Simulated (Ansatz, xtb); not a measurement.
Diatomic AlO, multiplicity 2 (the spin of the measured ground state). The T1 diagnostic near the minimum is 0.104, so single-reference values are doubtful.

Constants: fifth-degree fit in 1/R to seven points, most abundant isotopes. In def2 and cc sets the state is the lowest found near the PBE0 minimum, followed along R.

Codes used: Ansatz (Gaussian orbitals); xtb for the GFN methods. Values without a source in brackets are computed. The GFN methods have no spin term and hold the electronic entropy of 300 K.

| level | r_e (Å) | ω_e (cm⁻¹) | α_e (cm⁻¹) | B_e (cm⁻¹) | D_e (eV) | dipole (D) |
|---|---|---|---|---|---|---|
| GFN1-xTB | 1.605 | 946 | 0.0066 | 0.652 | - | - |
| GFN2-xTB | 1.570 | 1107 | 0.0063 | 0.681 | - | - |
| SVWN5/def2-TZVPP | 1.613 | 1001 | 0.0052 | 0.645 | 6.64 | 4.11 |
| PBE/def2-TZVPP | 1.633 | 957 | 0.0054 | 0.629 | 5.70 | 4.00 |
| r2SCAN/def2-TZVPP | 1.619 | 990 | 0.0056 | 0.640 | 5.44 | 4.21 |
| B97M-V/def2-TZVPP | 1.614 | 986 | 0.0061 | 0.645 | 5.34 | 4.13 |
| B3LYP/def2-TZVPP | 1.626 | 950 | 0.0061 | 0.635 | 5.20 | 4.13 |
| PBE0/def2-TZVPP | 1.618 | 968 | 0.0063 | 0.641 | 5.05 | 4.21 |
| BHLYP/def2-TZVPP | 1.621 | 895 | 0.0077 | 0.639 | 4.46 | 4.05 |
| CAM-B3LYP/def2-TZVPP | 1.615 | 964 | 0.0066 | 0.643 | 5.16 | 4.31 |
| wB97X-V/def2-TZVPP | 1.618 | 964 | 0.0068 | 0.641 | 5.12 | 4.34 |
| wB97M-V/def2-TZVPP | 1.623 | 939 | 0.0070 | 0.637 | 5.19 | 4.35 |
| B2PLYP/def2-TZVPP | 1.601 | 1079 | 0.0084 | 0.655 | 5.23 | - |

D_e counts from each atom's lowest state at the same level, without counterpoise or zero-point energy.

Frozen-core correlation.

Measured for the ground state: r_e 1.6179 Å [Huber and Herzberg (1979), NIST Chemistry WebBook]. ω_e 979.49 cm-1, ω_e x_e 7.0121 cm-1, B_e 0.64139 cm-1, α_e 0.0057796 cm-1 [Irikura, J. Phys. Chem. Ref. Data 36, 389 (2007)]. D_0 5.163 ± 0.11 eV (a handbook's tabulated 298 K bond energy less 3RT/2; such tables hold older values) [Luo, bond dissociation energies, CRC Handbook].

Ansatz is an electronic-structure program.
